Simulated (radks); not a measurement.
Problem. The mean radii <r> (bohr) of the occupied orbitals of an atom or ion are listed with their occupations. All-electron calculation, scalar-relativistic Kohn-Sham, r2SCAN, spin-polarised, spherical densities, finite nucleus; meta-GGA in the generalised Kohn-Sham scheme; Fermi nuclear charge, rms radius of each element as measured or else 0.836 A^(1/3) + 0.57 fm. Program: a radial shooting solver on a logarithmic mesh with Libxc functionals.

| orbital | occ. | <r> |
|---|---|---|
| 1s up | 1 | 0.04550 |
| 1s down | 1 | 0.04550 |
| 2s up | 1 | 0.2025 |
| 2s down | 1 | 0.2025 |
| 2p up | 3 | 0.1772 |
| 2p down | 3 | 0.1772 |
| 3s up | 1 | 0.5969 |
| 3s down | 1 | 0.5967 |
| 3p up | 3 | 0.6157 |
| 3p down | 3 | 0.6150 |
| 3d up | 5 | 0.6679 |
| 3d down | 5 | 0.6625 |
| 4s up | 1 | 1.676 |

Name the element and its charge. Open shells, if any, are filled with parallel spins first.

Solution. Z = 33, arsenic, charge +4: As4+ in [Ar] 3d10 4s1. The 1s radius gives Z: for a bare nucleus <r> = (2 gamma + 1)/(2Z) with gamma = sqrt(1 - (Z/c)^2), 0.04456 bohr for Z = 33, and screening makes it slightly larger (0.04550 here). The occupations add up to 29, and the charge is Z minus that.
